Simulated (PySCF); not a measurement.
A run for PySCF: R-M06-2X/def2-TZVPP on CH3FOSi (SMILES CO[Si]F), a point of a torsion scan.

```python
from pyscf import gto, dft

mol = gto.M(
    atom='''
    C    -0.85820958   -0.03861863    0.14082099
    O     0.27475193    0.77199855    0.12874244
    Si    1.85722722    0.78847031   -0.12707010
    F     1.92396584    0.28133836   -1.69129100
    H    -0.91837724   -0.64980830   -0.76377804
    H    -1.74051533    0.60113258    0.20279013
    H    -0.82655942   -0.69368672    1.01588510
    ''',
    basis='def2-tzvpp',
    charge=0, spin=0, verbose=4, max_memory=1800)
mf = dft.RKS(mol, xc='m062x').density_fit(auxbasis='def2-universal-jkfit')
mf.grids.level = 4
mf.conv_tol = 1e-9
mf.max_cycle = 150
mf.kernel()
mf.dip_moment()
```

### Question
Give the final energy of this run.

### Answer
-504.5390 hartree.
